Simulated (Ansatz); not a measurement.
`CN[BH][GeH3]`, charge 0, multiplicity 1.

(1) Give a relaxed structure at PBE0-D4/def2-TZVP (Ansatz 0.2.0). (Estimate.)

Answers

(1) Computed: 
Z-matrix (Å, degrees):
```
C
N 1 1.445
H 1 1.089 2 109.6
H 1 1.094 2 111.2 3 119.7
H 1 1.094 2 111.2 3 -119.7
B 2 1.383 1 129.4 3 0.2
H 2 1.010 1 113.1 3 -179.8
Ge 6 2.066 2 125.2 1 -0.0
H 6 1.200 2 116.7 1 180.0
H 8 1.542 6 110.4 2 121.9
H 8 1.544 6 116.3 2 0.5
H 8 1.542 6 110.4 2 -120.9
```
Point group Cs.
This is one stationary point; other conformers may exist.
